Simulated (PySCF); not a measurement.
PySCF input (M06-2X/def2-TZVPD):

```python
from pyscf import gto, scf, dft

mol = gto.M(
    atom='''
    N    -0.00000000   -0.00000000   -1.03778016
    S     0.00000000    0.00000000    0.45402882
    ''',
    basis='def2-tzvpd',
    charge=0,
    spin=1,
    symmetry='C2v',
    verbose=4,
)

mf = dft.UKS(mol, xc='m062x').density_fit(auxbasis='def2-universal-jkfit')
mf.grids.level = 4
mf.conv_tol = 1e-9
mf.max_cycle = 100
mf.max_memory = 1500
mf.kernel()
if not mf.converged:
    mf = mf.newton()
    mf.kernel(mf.make_rdm1())
mf.analyze()
```

Output:

```
PySCF version 2.14.0

[INPUT] verbose = 4
[INPUT] num. atoms = 2
[INPUT] num. electrons = 23
[INPUT] charge = 0
[INPUT] spin (= nelec alpha-beta = 2S) = 1
[INPUT] symmetry C2v subgroup None
[INPUT] Mole.unit = angstrom
[INPUT] Symbol           X                Y                Z      unit          X                Y                Z       unit  Magmom
[INPUT]  1 N      0.000000000000   0.000000000000  -1.037780160000 AA    0.000000000000   0.000000000000  -1.961120279907 Bohr   0.0
[INPUT]  2 S      0.000000000000   0.000000000000   0.454028820000 AA    0.000000000000   0.000000000000   0.857990122459 Bohr   0.0

nuclear repulsion = 39.728844924261
point group symmetry = Coov, use subgroup C2v
symmetry origin: [ 0.00000000e+00  0.00000000e+00 -7.72329061e-17]
symmetry axis x: [1. 0. 0.]
symmetry axis y: [0. 1. 0.]
symmetry axis z: [0. 0. 1.]
num. orbitals of irrep A1 = 37
num. orbitals of irrep A2 = 8
num. orbitals of irrep B1 = 19
num. orbitals of irrep B2 = 19
number of shells = 29
number of NR pGTOs = 124
number of NR cGTOs = 83
basis = def2-tzvpd
ecp = {}

******** <class 'pyscf.df.df_jk.DFSymAdaptedUKS'> ********
method = DFSymAdaptedUKS
initial guess = minao
damping factor = 0
level_shift factor = 0
DIIS = <class 'pyscf.scf.diis.CDIIS'>
diis_start_cycle = 1
diis_space = 8
diis_damp = 0
SCF conv_tol = 1e-09
SCF conv_tol_grad = None
SCF max_cycles = 100
direct_scf = False
number electrons alpha = 12  beta = 11
XC library pyscf.dft.libxc version 7.1.2
    S. Lehtola, C. Steigemann, M. J. T. Oliveira, and M. A. L. Marques,  SoftwareX 7, 1–5 (2018)
XC functionals = m062x
    Y. Zhao and D. G. Truhlar,  Theor. Chem. Acc. 120, 215 (2008)
    Y. Zhao and D. G. Truhlar,  Theor. Chem. Acc. 120, 215 (2008)
radial grids:
    Treutler-Ahlrichs [JCP 102, 346 (1995); DOI:10.1063/1.469408] (M4) radial grids

becke partition: Becke, JCP 88, 2547 (1988); DOI:10.1063/1.454033
pruning grids: <function nwchem_prune>
grids dens level: 4
symmetrized grids: C2v
atomic radii adjust function: <function treutler_atomic_radii_adjust>
small_rho_cutoff = 0
Freeze 0 electrons in irreps []
    23 free electrons in irreps A1 A2 B1 B2
Set gradient conv threshold to 3.16228e-05
[...]
beta  HOMO (B1) = -0.418775877449541  LUMO (B2) = -0.0780274962540215
  HOMO = -0.275595556077  LUMO = -0.0960164918213  gap/eV = 4.88660
Extra cycle  E= -452.858178925667  delta_E= -2.39e-12  |g|= 3.89e-06  |ddm|= 4.4e-06
converged SCF energy = -452.858178925667  <S^2> = 0.75943965  2S+1 = 2.0094175
**** SCF Summaries ****
Total Energy =                        -452.858178925666948
Nuclear Repulsion Energy =              39.728844924261018
One-electron Energy =                 -702.413392294830828
Two-electron Energy =                  209.826368444902840
Two-electron Coulomb Energy =          242.289490277831163
DFT Exchange-Correlation Energy =      -32.463121832928330
HOMO-LUMO gap [eV] =                     4.886595238566527
Wave-function symmetry = B1
alpha occupancy for each irrep:     A1   A2   B1   B2
                                     7    0    3    2
beta  occupancy for each irrep:     A1   A2   B1   B2
                                     7    0    2    2
**** MO energy ****
alpha MO #1 (A1 #1), energy= -89.9814034277453 occ= 1
alpha MO #2 (A1 #2), energy= -14.8305294903077 occ= 1
alpha MO #3 (A1 #3), energy= -8.33750885828028 occ= 1
alpha MO #4 (B1 #1), energy= -6.25716216362521 occ= 1
alpha MO #5 (B2 #1), energy= -6.25530043383891 occ= 1
alpha MO #6 (A1 #4), energy= -6.25439000324808 occ= 1
alpha MO #7 (A1 #5), energy= -1.05513108205756 occ= 1
alpha MO #8 (A1 #6), energy= -0.693061765694527 occ= 1
alpha MO #9 (B1 #2), energy= -0.488944716771355 occ= 1
alpha MO #10 (A1 #7), energy= -0.462300243494315 occ= 1
alpha MO #11 (B2 #2), energy= -0.455384856693106 occ= 1
alpha MO #12 (B1 #3), energy= -0.275595556076834 occ= 1
alpha MO #13 (B2 #3), energy= -0.0960164918213433 occ= 0
alpha MO #14 (A1 #8), energy= 0.0192887291614823 occ= 0
alpha MO #15 (B2 #4), energy= 0.0388737722895272 occ= 0
alpha MO #16 (B1 #4), energy= 0.042242059285968 occ= 0
alpha MO #17 (A1 #9), energy= 0.0490588872920254 occ= 0
alpha MO #18 (A1 #10), energy= 0.109200429437703 occ= 0
alpha MO #19 (A1 #11), energy= 0.150634786900046 occ= 0
alpha MO #20 (A2 #1), energy= 0.152750126231265 occ= 0
alpha MO #21 (A1 #12), energy= 0.166972241345478 occ= 0
alpha MO #22 (B2 #5), energy= 0.196617392262153 occ= 0
alpha MO #23 (B1 #5), energy= 0.200886218430155 occ= 0
alpha MO #24 (A1 #13), energy= 0.296191538186304 occ= 0
alpha MO #25 (A1 #14), energy= 0.321563860384459 occ= 0
alpha MO #26 (B2 #6), energy= 0.32380112981931 occ= 0
alpha MO #27 (B1 #6), energy= 0.323984025421405 occ= 0
alpha MO #28 (A1 #15), energy= 0.391155104231032 occ= 0
alpha MO #29 (A2 #2), energy= 0.393307617811246 occ= 0
alpha MO #30 (B2 #7), energy= 0.413637654434423 occ= 0
alpha MO #31 (B1 #7), energy= 0.416087692969889 occ= 0
alpha MO #32 (A1 #16), energy= 0.448550195819791 occ= 0
alpha MO #33 (A1 #17), energy= 0.493938937680742 occ= 0
alpha MO #34 (A2 #3), energy= 0.496227658824441 occ= 0
alpha MO #35 (B1 #8), energy= 0.570920606727649 occ= 0
alpha MO #36 (B2 #8), energy= 0.574389222361429 occ= 0
alpha MO #37 (A1 #18), energy= 0.62924060964929 occ= 0
alpha MO #38 (B2 #9), energy= 0.697179161754113 occ= 0
alpha MO #39 (B1 #9), energy= 0.705322532686345 occ= 0
alpha MO #40 (A1 #19), energy= 0.713962748010125 occ= 0
alpha MO #41 (A1 #20), energy= 0.854586537321886 occ= 0
alpha MO #42 (A1 #21), energy= 0.955941381696494 occ= 0
alpha MO #43 (A1 #22), energy= 1.27995951856208 occ= 0
alpha MO #44 (A2 #4), energy= 1.28194090777832 occ= 0
alpha MO #45 (B2 #10), energy= 1.33194971664234 occ= 0
alpha MO #46 (B1 #10), energy= 1.33321735274288 occ= 0
alpha MO #47 (A1 #23), energy= 1.47600609114225 occ= 0
alpha MO #48 (A2 #5), energy= 1.57929174227298 occ= 0
alpha MO #49 (A1 #24), energy= 1.57938984280356 occ= 0
alpha MO #50 (B2 #11), energy= 1.62391300582277 occ= 0
alpha MO #51 (B1 #11), energy= 1.62607382814901 occ= 0
alpha MO #52 (B2 #12), energy= 1.68435652345241 occ= 0
alpha MO #53 (B1 #12), energy= 1.68485738575193 occ= 0
alpha MO #54 (A1 #25), energy= 1.75055954019027 occ= 0
alpha MO #55 (A2 #6), energy= 1.750897996505 occ= 0
alpha MO #56 (A1 #26), energy= 1.81443087483581 occ= 0
alpha MO #57 (B1 #13), energy= 1.81824751279431 occ= 0
alpha MO #58 (B2 #13), energy= 1.82636009874204 occ= 0
alpha MO #59 (A1 #27), energy= 2.01248095034347 occ= 0
alpha MO #60 (B1 #14), energy= 2.07493544470172 occ= 0
alpha MO #61 (B2 #14), energy= 2.08116253923117 occ= 0
alpha MO #62 (A1 #28), energy= 2.27702768068748 occ= 0
alpha MO #63 (B1 #15), energy= 2.47838951900408 occ= 0
alpha MO #64 (B2 #15), energy= 2.48341630866859 occ= 0
alpha MO #65 (A1 #29), energy= 2.59690002184912 occ= 0
alpha MO #66 (A1 #30), energy= 2.95924979127821 occ= 0
alpha MO #67 (B2 #16), energy= 3.87070261772263 occ= 0
alpha MO #68 (B1 #16), energy= 3.874027846723 occ= 0
alpha MO #69 (A1 #31), energy= 4.01140134131213 occ= 0
alpha MO #70 (A2 #7), energy= 4.01455497623576 occ= 0
alpha MO #71 (B2 #17), energy= 4.29325642281711 occ= 0
alpha MO #72 (B1 #17), energy= 4.29445435828448 occ= 0
alpha MO #73 (A1 #32), energy= 4.5211765326555 occ= 0
alpha MO #74 (A1 #33), energy= 4.60705577556726 occ= 0
alpha MO #75 (A2 #8), energy= 4.61972390059762 occ= 0
alpha MO #76 (B1 #18), energy= 4.84630669394185 occ= 0
alpha MO #77 (B2 #18), energy= 4.85803231826322 occ= 0
alpha MO #78 (A1 #34), energy= 5.21961121185383 occ= 0
alpha MO #79 (B1 #19), energy= 8.89110026739855 occ= 0
alpha MO #80 (B2 #19), energy= 8.89570270374779 occ= 0
alpha MO #81 (A1 #35), energy= 9.48083371446994 occ= 0
alpha MO #82 (A1 #36), energy= 20.1181135760256 occ= 0
alpha MO #83 (A1 #37), energy= 31.8061039858839 occ= 0
beta  MO #1 (A1 #1), energy= -89.9781760500094 occ= 1
beta  MO #2 (A1 #2), energy= -14.8213352434981 occ= 1
beta  MO #3 (A1 #3), energy= -8.33643765348559 occ= 1
beta  MO #4 (B2 #1), energy= -6.25582259889765 occ= 1
beta  MO #5 (A1 #4), energy= -6.2537352789459 occ= 1
beta  MO #6 (B1 #1), energy= -6.24617706005708 occ= 1
beta  MO #7 (A1 #5), energy= -1.02619730722037 occ= 1
beta  MO #8 (A1 #6), energy= -0.656171056565999 occ= 1
beta  MO #9 (B2 #2), energy= -0.440904565209756 occ= 1
beta  MO #10 (A1 #7), energy= -0.438499259576343 occ= 1
beta  MO #11 (B1 #2), energy= -0.418775877449541 occ= 1
beta  MO #12 (B2 #3), energy= -0.0780274962540215 occ= 0
beta  MO #13 (B1 #3), energy= -0.056242748045662 occ= 0
beta  MO #14 (A1 #8), energy= 0.0186713835200787 occ= 0
beta  MO #15 (B2 #4), energy= 0.0379754088292898 occ= 0
beta  MO #16 (B1 #4), energy= 0.0404872354116055 occ= 0
beta  MO #17 (A1 #9), energy= 0.0438300151461597 occ= 0
beta  MO #18 (A1 #10), energy= 0.111260135003384 occ= 0
beta  MO #19 (A2 #1), energy= 0.143586070720589 occ= 0
[...]
```
